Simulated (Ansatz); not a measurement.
**Question.** Name a neutral molecule of Cl, N, O, Ti and H with LUMO energy (B3LYP/def2-TZVPP) between -2.85 and -2.55 eV and zero-point energy (PBE0-D4/def2-TZVP) between 104 and 120 kJ/mol (Ansatz, PBE0-D4/def2-TZVP geometry).

**Answer.** `[NH2][Ti]([OH])([Cl])[Cl]` (-2.78 eV, 105.5 kJ/mol). Other molecules can fit too; these were computed, each in one conformer that needn't be the lowest.

B3LYP here is the variant with VWN-RPA as its local correlation; programs differ in this.
